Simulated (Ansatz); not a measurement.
Level of theory: B3LYP-D3(BJ)/def2-TZVP (Ansatz, a first-principles code). No frequencies were computed at this level.

Ansatz 0.2 input:
```yaml
crystal:
  periodic: [false, false, false]
  atoms:
    - { symbol: N, position_ang: [1.504271, -0.250234, 0.395613] }
    - { symbol: C, position_ang: [0.457962, 0.05451, 0.054599] }
    - { symbol: O, position_ang: [-0.697397, 0.453965, -0.31239] }
    - { symbol: H, position_ang: [-1.264838, -0.258241, -0.630696] }
basis:
  gaussian: { orbitals: def2-tzvp }
hamiltonian:
  xc: b3lyp
  dispersion: d3bj
relax:
  max_steps: 150
```

Output:

```
Functional definition: B3LYP
530 factors; their error is unknown
mean field evaluation 1: about -4584.5212 eV, gradient 6.0e1 eV
mean field evaluation 2: about -4572.3384 eV, gradient 9.2e1 eV
mean field evaluation 4: about -4590.8182 eV, gradient 5.3e0 eV
mean field evaluation 8: about -4590.8710 eV, gradient 3.1e-1 eV
mean field evaluation 16: about -4590.8711 eV, gradient 4.5e-5 eV
mean field -4590.87111242 eV, -168.7114015773 hartree, gradient 4.5e-5 eV, S^2 0.000000; 0 other end points of the search recorded, 0 dependent functions left out
reference -4590.87128058 eV, -168.7114077569 hartree; 11, 11 occupied and 88, 88 virtual orbitals, 530 factors
relax step   1: F+E_penalty+E_count = -4590.94129332 eV  Δ(F+E_penalty+E_count) = +0.000e0 eV  max|allowed force component| = 1.347e0 eV/Å  Δτ_max = 0.0000 Å  (29 SCF iters, accepted)
these checks for a lower state are left out or cut short: starts, cluster_reference, orbital_swaps, neighbouring_geometries, increment
530 factors; their error is unknown
mean field -4590.88856101 eV, -168.7120428010 hartree, gradient 8.0e-6 eV, S^2 0.000000; 0 other end points of the search recorded, 0 dependent functions left out
reference -4590.88872959 eV, -168.7120489963 hartree; 11, 11 occupied and 88, 88 virtual orbitals, 530 factors
relax step   2: F+E_penalty+E_count = -4590.95857179 eV  Δ(F+E_penalty+E_count) = -1.728e-2 eV  max|allowed force component| = 3.413e-1 eV/Å  Δτ_max = 0.0130 Å  (35 SCF iters, accepted)
these checks for a lower state are left out or cut short: starts, cluster_reference, orbital_swaps, neighbouring_geometries, increment
530 factors; their error is unknown
mean field evaluation 32: about -4590.8912 eV, gradient 8.1e-6 eV
mean field -4590.89116163 eV, -168.7121383720 hartree, gradient 8.1e-6 eV, S^2 0.000000; 0 other end points of the search recorded, 0 dependent functions left out
reference -4590.89133029 eV, -168.7121445702 hartree; 11, 11 occupied and 88, 88 virtual orbitals, 530 factors
relax step   3: F+E_penalty+E_count = -4590.96114975 eV  Δ(F+E_penalty+E_count) = -2.578e-3 eV  max|allowed force component| = 1.510e-1 eV/Å  Δτ_max = 0.0062 Å  (34 SCF iters, accepted)
these checks for a lower state are left out or cut short: starts, cluster_reference, orbital_swaps, neighbouring_geometries, increment
530 factors; their error is unknown
mean field -4590.89205176 eV, -168.7121710838 hartree, gradient 8.1e-6 eV, S^2 0.000000; 0 other end points of the search recorded, 0 dependent functions left out
reference -4590.89222045 eV, -168.7121772829 hartree; 11, 11 occupied and 88, 88 virtual orbitals, 530 factors
relax step   4: F+E_penalty+E_count = -4590.96207367 eV  Δ(F+E_penalty+E_count) = -9.239e-4 eV  max|allowed force component| = 4.916e-2 eV/Å  Δτ_max = 0.0066 Å  (35 SCF iters, accepted)
these checks for a lower state are left out or cut short: starts, cluster_reference, orbital_swaps, neighbouring_geometries, increment
530 factors; their error is unknown
mean field -4590.89213481 eV, -168.7121741358 hartree, gradient 8.1e-6 eV, S^2 0.000000; 0 other end points of the search recorded, 0 dependent functions left out
reference -4590.89230348 eV, -168.7121803342 hartree; 11, 11 occupied and 88, 88 virtual orbitals, 530 factors
relax step   5: F+E_penalty+E_count = -4590.96218191 eV  Δ(F+E_penalty+E_count) = -1.082e-4 eV  max|allowed force component| = 8.520e-3 eV/Å  Δτ_max = 0.0029 Å  (36 SCF iters, accepted)
530 factors; their error is unknown
mean field evaluation 64: about -4590.8921 eV, gradient 2.3e-2 eV
mean field -4590.89213481 eV, -168.7121741358 hartree, gradient 8.1e-6 eV, S^2 0.000000; 1 other end points of the search recorded, 0 dependent functions left out
reference -4590.89230348 eV, -168.7121803342 hartree; 11, 11 occupied and 88, 88 virtual orbitals, 530 factors
Total energy: -4590.96235057 eV, -168.7147545175 hartree
Atom 0 at     1.514127    -0.256378     0.398328 Å, force    -0.008520     0.006666    -0.002141 eV/Å
Atom 1 at     0.457529     0.052785     0.054177 Å, force    -0.000266    -0.007266    -0.001203 eV/Å
Atom 2 at    -0.712781     0.469940    -0.315657 Å, force     0.008200    -0.000267     0.002995 eV/Å
Atom 3 at    -1.258877    -0.266346    -0.629721 Å, force     0.000586     0.000867     0.000349 eV/Å
Dipole moment:    -0.768807    -0.116455    -0.302303 e Å
```

Cost: roughly 6 core-seconds.
